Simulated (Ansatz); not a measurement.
Ideal-gas functions of F3GeHO (`[OH][Ge]([F])([F])[F]`) at 800 K and 1 bar, from an Ansatz frequency run at PBE0-D4/def2-TZVP.

Molar mass 146.61 g/mol, point group Cs (symmetry number 1), electronic degeneracy 1, moments of inertia 142.516, 145.717, 147.154 u Å². Harmonic wavenumbers (cm⁻¹, unscaled): 72, 206, 221, 258, 268, 273, 723, 770, 785, 802, 932, 3883.

Use S(trans) = R[1.5 ln M + 2.5 ln T − 1.1517]; rotational temperatures θ = 24.2544 K / I; S(rot) = R[ln(√π/σ · √(T³/θAθBθC)) + 1.5]; for each mode x = 1.438777 ν̃/T, S = R[x/(eˣ − 1) − ln(1 − e⁻ˣ)] and H = RT x/(eˣ − 1); 1 cm⁻¹ = 0.0119627 kJ/mol; R = 8.31446 J/(mol·K).

**Question.** By hand: the entropy, in J/(mol·K).

**Answer.** Translation 191.6. Rotation: θ = 0.1702, 0.1664, 0.1648 K, giving 122.9. Vibration, mode by mode: 25.32, 16.62, 16.04, 14.77, 14.46, 14.31, 6.69, 6.24, 6.10, 5.95, 4.93, 0.06, in all 131.5. Electronic 0.0. Sum 446.0 J/(mol·K).

**Question.** By hand: H − E and G − E in kJ/mol, counted from the electronic energy.

**Answer.** Zero-point energy ½ × 9193 × 0.0119627 = 55.0; thermal vibration 47.6; translation, rotation and pV give 4 RT = 26.6. H − E = 129.2 kJ/mol, and G − E = 129.2 − 800 × 446.0/1000 = -227.6 kJ/mol.

Vibration gives 29 % of the entropy, 25.3 J/(mol·K) of it from the mode under 150 cm⁻¹: soft modes count most, and the harmonic formula is weakest for them. The sum counts one conformer and one mirror image; others add a mixing term.
